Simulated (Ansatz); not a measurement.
Reaction (formal loss of a carbene): `C[S][GeH2][CH3]` → `[CH2]` (triplet) + `[CH3][GeH2][SH]`

Isolated molecules relaxed with PBE0-D4/def2-TZVP in Ansatz; ΔE leaves out vibrations. CCSD(T)/CBS is the MP2 limit (def2-TZVPP, def2-QZVPP) plus CCSD(T) − MP2 in def2-TZVPP, frozen cores. This one scheme is used for every species. Functionals use def2-TZVPP. Triplets are unrestricted, without spin–orbit coupling. For Ge outer-core shells are correlated without core-valence functions, which leaves a few kJ/mol of doubt a bond. Scalar relativity is left out up to krypton. One conformer a species, not always the lowest.

```json
{"level": "ωB97M-V", "ΔE (kJ/mol)": "423.9"}
{"level": "r2SCAN", "ΔE (kJ/mol)": "397.7"}
```

Q: What does CCSD(T)/CBS give? (Estimate.)

A: Ansatz gave: +422.7 kJ/mol. The listed levels differ from it by 1.2, -25.0 kJ/mol.

Largest T1 diagnostic among the species: 0.011.

In def2-TZVPP, CCSD(T) changes the Hartree–Fock value by +138.9 kJ/mol (the triples alone add +12.6 kJ/mol) and MP2 by +153.7 kJ/mol. From PBE to PBE0 (25 % exact exchange), in def2-TZVPP and without D4, ΔE moves by −9.6 kJ/mol. Leaving LDA and LC-ωPBE aside and taking each functional with its dispersion term where it has one, the values, not all of them listed here, spread over 37.3 kJ/mol, from r2SCAN0-D4 to ωB97X-V. LDA lies +69.2 kJ/mol from PBE without D4.
